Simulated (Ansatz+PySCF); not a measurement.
**doublet O(-): levels of theory in one basis**

A single O atom.

Basis set: aug-cc-pVDZ (spherical functions). Frozen core: 1 orbital. Correlation on ROHF uses semicanonical orbitals with singles. Charge -1, multiplicity 2.

Computed with Ansatz (development build ahead of 0.2.0); each method stands on the lowest determinant of its kind that the runs found. NEVPT2 correlates all electrons. Active spaces start from the frontier orbitals, and the lowest solution found is given.

```
                            method  E − E(ROHF) (eV)  <S²> of the determinant
                              ROHF              0.00                     0.75
                               UHF             -0.12                     0.77
                          ROHF-MP2             -4.91                        –
                           UHF-MP2             -4.92                     0.77
                         ROHF-CCSD             -5.19                        –
                          UHF-CCSD             -5.19                     0.77
                      ROHF-CCSD(T)             -5.34                        –
                       UHF-CCSD(T)             -5.34                     0.77
full CI (lowest root of this spin)             -5.37                        –
                       CASSCF(3,3)             -0.47                        –
                       CASSCF(7,4)              0.00                        –
                    SC-NEVPT2(7,4)             -4.23                        –
```

Task: What does SC-NEVPT2(3,3) give on the same scale?

Result: -5.01 eV. NEVPT2 here correlates all electrons, so it doesn't share the others' frozen core.

Task: Is a single determinant a sound starting point here?

Result: By this sign, yes. Unrestricted orbitals gain 0.12 eV and <S²> is 0.77 against 0.75 for a pure state. The CASSCF(3,3) natural occupations are 1.98, 1.00, 0.02. The CASSCF(7,4) natural occupations are 2.00, 2.00, 2.00, 1.00.

Caution for CASSCF(3,3): other starts end on other solutions of this active space.
